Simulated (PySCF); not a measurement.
The multiplicity is imposed and other spin states were not computed.

[Cu(H2O)(H)] (charge 0, multiplicity 1)

Level of theory: TPSSh-D3(BJ)/def2-TZVP // TPSS-D3(BJ)/def2-SVP run with PySCF.

* **HOMO**: -5.20 eV
* **dipole moment**: 1.206 e·Å
* **HOMO–LUMO gap**: 4.04 eV
* **LUMO**: -1.16 eV
* **charge on the central atom (Mulliken)**: -0.24 e
* **charge on the central atom (meta-Löwdin)**: 0.19 e
* **total energy**: -1717.5847 Ha
* **cost**: very roughly 30 core-seconds

```xyz
5

Cu    -0.0275     0.0058    -0.0291
O     -1.5740    -0.1602    -1.2587
H     -2.4051    -0.1060    -0.7459
H     -1.5797    -1.0548    -1.6540
H      1.1207     0.1113     0.9015
```
